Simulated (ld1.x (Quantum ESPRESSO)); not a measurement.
## Ranking TM semilocal potentials for cerium

All share these settings but for the change named:

* Element: cerium
* Generator: ld1.x (Quantum ESPRESSO) 7.5
* Type: norm-conserving Troullier–Martins (semilocal form)
* Functional: BP86
* Relativity: scalar-relativistic
* Frozen core: [Kr] 4d10
* Valence charge: 12
* Reference configuration: 4f1 5s2 5p6 5d1 6s0 6p0 (charge +2)
* Partial waves: 5s (bound): rc 1.55 bohr; 5d (bound): rc 3.75 bohr; 4f (bound): rc 1.70 bohr; 5p (bound): rc 1.85 bohr
* Local potential: the p channel
* Core correction: none

Cutoff: the first of the cutoffs (Ry, on a coarse ladder) from which the occupation-weighted sum of valence levels, in a spherical-Bessel basis at the reference potential, stays within 10 and 1 mRy of its value at 400 Ry; the density cutoff is not measured.

The base gives 110 Ry.

Of 6 variants that were run, those that failed, showed a ghost or another fault, or gave nearly equal values are left out.

A variant can come out equal or close to the base.

Q: Rank these variants from softest to hardest (loose cutoff).
A. wave 4f (bound): rc 1.70 bohr becomes 4f (bound): rc 1.28 bohr
B. wave 4f (bound): rc 1.70 bohr becomes 4f (bound): rc 2.42 bohr
C. wave 4f (bound): rc 1.70 bohr becomes 4f (bound): rc 1.86 bohr
D. wave 4f (bound): rc 1.70 bohr becomes 4f (bound): rc 1.64 bohr

A: B (70 Ry), C (100 Ry), D (120 Ry), A (180 Ry).
